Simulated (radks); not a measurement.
Spherical quantum dot in the effective-mass picture: electrons in a hard-walled sphere of radius 2.87, with a point charge +1 (a donor) at the centre, all in effective atomic units (hartree* = m*/eps^2 hartree, bohr* = eps/m* bohr), one dielectric constant everywhere. Calculated with a radial shooting solver with Libxc functionals: non-relativistic Kohn-Sham, LDA (Slater exchange, Perdew-Wang correlation), spin-polarised, spherical densities. Levels are named by radial order and angular momentum (1s, 1p, 1d, 2s, ...), and open shells are averaged over m.

N = 8, configuration 1s2 1p6. This is the lowest configuration that the search found. Occupied and some empty levels:

| level | occupation | eigenvalue (hartree*) | <r> (bohr*) |
|---|---|---|---|
| 1s | 2 | 3.6167 | 1.473 |
| 1p | 6 | 4.2018 | 1.792 |
| 1d | 0 | 4.9087 | 1.927 |
| 2s | 0 | 5.1010 | 1.332 |
| 1f | 0 | 5.7869 | 2.019 |

Energy (hartree*): total 16.7492, kinetic 8.8014, external -5.3802, Hartree 16.748, exchange-correlation -3.4199. Static polarisability (adiabatic kernel): 6.971 bohr*^3.
